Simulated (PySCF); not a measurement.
Re(OH)2 (H2O2Re), SMILES [OH][Re][OH] (connectivity only; charge and spin as stated), neutral, multiplicity 4.

The structure is a stationary point at B3LYP-D3(BJ)/def2-TZVP. The spin state was assumed, not searched. The def2 effective core potentials stand for the cores of Re; spin–orbit coupling is left out. The values are those of a single conformer.

Computed with PySCF with PBE/def2-TZVPD.

Gas-phase values at a fixed geometry.

| Item | Value |
|---|---|
| total energy | -229.88104 hartree |
| point group | C2v |
| α spin, highest occupied and lowest empty level | -5.02 and -3.84 eV |
| β spin, highest occupied and lowest empty level | -4.69 and -3.86 eV |
| dipole moment | 2.00 D |
| quadrupole, principal values (traceless, Buckingham form, about the centre of nuclear charge) | -6.17, 0.89, 5.28 D·Å |
| mean static polarisability | 63.1 bohr³ (9.36 Å³) |
| polarisability, principal values | 54.9, 59.9, 74.6 bohr³ |
| ⟨S²⟩ | 3.770 (pure state 3.75) |
